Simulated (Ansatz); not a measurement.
Molecule: C₄H₄NS, charge -1, multiplicity 1. It need not be the lowest isomer of its formula. Whether it binds its extra electron was not tested at this geometry. SMILES: c1c([NH-])csc1
Geometry from a B3LYP-D3(BJ)/def2-TZVP (Ansatz, a quantum-chemistry and plane-wave program) optimisation:
```xyz
10

N     -2.2838    -0.8966    -0.0131
C     -1.0272    -0.4483    -0.0002
C      0.1883    -1.2544     0.1682
C      1.3604    -0.5662     0.1463
S      1.1011     1.1215    -0.0804
C     -0.6227     0.8982    -0.1474
H     -2.2582    -1.9085     0.1157
H      0.1398    -2.3305     0.3010
H      2.3621    -0.9558     0.2506
H     -1.2666     1.7506    -0.2902
```
Charge -1, spin multiplicity 1.

Parts of the frozen-core correlation energy in 6-31G* (Ansatz, hartree). Frozen orbitals: 10; correlated occupied orbitals by spin: 16 and 16; virtual: 76 and 76. No spin-orbit coupling. No relativistic terms.

```tsv
term	value
reference (HF)	-605.68018
MP2 opposite-spin	-0.58932
MP2 same-spin	-0.21659
CCSD correlation	-0.83980
(T)	-0.03714
T1 diagnostic	0.017
largest doubles amplitude	0.085
```
